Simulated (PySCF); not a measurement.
Compound: methyl p-tolyl sulfone, C₈H₁₀O₂S.
Numbering: `[CH3:1][c:2]1[cH:3][cH:4][c:5]([S:6]([CH3:7])(=[O:8])=[O:9])[cH:10][cH:11]1` (hydrogens: H12, H13, H14 on C1; H15 on C3; H16 on C4; H17, H18, H19 on C7; H20 on C10; H21 on C11)

A GFN2-xTB structure was refined with PySCF 2.14.0, PBE0-D3(BJ)/def2-SVP geometry optimisation, gas phase. Its GFN2-xTB values:

| coordinate | GFN2-xTB |
| --- | --- |
| C1–C2 | 1.475 Å |
| C1–H12 | 1.069 Å |
| C2–C3 | 1.383 Å |
| C3–C4 | 1.434 Å |
| C3–H15 | 1.082 Å |
| C4–C5 | 1.358 Å |
| C4–H16 | 1.049 Å |
| C5–S6 | 1.789 Å |
| S6–C7 | 1.829 Å |
| S6=O8 | 1.444 Å |
| C7–H17 | 1.077 Å |
| C1–C2–C3 | 119.3° |
| C2–C3–C4 | 120.2° |
| C3–C2–C11 | 119.6° |
| C3–C4–C5 | 118.3° |
| C4–C5–S6 | 118.7° |
| C4–C5–C10 | 122.1° |
| C5–S6–O8 | 109.3° |
| O8–S6–O9 | 118.6° |
| C4–C5–S6–C7 | -89° |

Question: How do these coordinates change at the PBE0-D3(BJ)/def2-SVP level?

Answer: 
| coordinate | PBE0-D3(BJ)/def2-SVP (Å or °) | change |
| --- | --- | --- |
| C3–C4 | 1.390 | -0.044 |
| C4–H16 | 1.092 | +0.043 |
| S6–C7 | 1.787 | -0.042 |
| C4–C5 | 1.394 | +0.036 |
| C1–H12 | 1.100 | +0.031 |
| C1–C2 | 1.500 | +0.025 |
| C7–H17 | 1.099 | +0.022 |
| C2–C3 | 1.402 | +0.019 |
| S6=O8 | 1.461 | +0.017 |
| C3–H15 | 1.093 | +0.011 |
| C5–S6 | 1.781 | -0.008 |
| O8–S6–O9 | 121.2 | +2.6 |
| C5–S6–O8 | 107.8 | -1.5 |
| C1–C2–C3 | 120.5 | +1.2 |
| C3–C2–C11 | 118.5 | -1.1 |
| C2–C3–C4 | 121.1 | +0.9 |
| C4–C5–C10 | 121.2 | -0.9 |
| C3–C4–C5 | 119.0 | +0.7 |
| C4–C5–S6 | 119.3 | +0.6 |
| C4–C5–S6–C7 | -90 | -1 |

The energy falls by 6.2 kcal/mol over 7 energy and gradient evaluations, the largest force component goes from 0.0609 to 4.4e-04 Eh/bohr, and the atoms move by 0.085 Å rms after alignment. Among the bonds, C3–C4 and C4–H16 change most and about equally (-0.044 to +0.043 Å). Bonds longer at the end by more than 0.005 Å: 13 of 21; shorter: 5. Among the dihedrals that turn most is H13–C1–C2–C3, from -91° to -78°. Rotational constants go from 2513, 556.9, 512.9 to 2485, 558.0, 510.4 MHz.

The run used 208 basis functions and 51 SCF cycles in all.

Not checked by PBE0-D3(BJ)/def2-SVP frequencies. The numbers are those of one conformer.
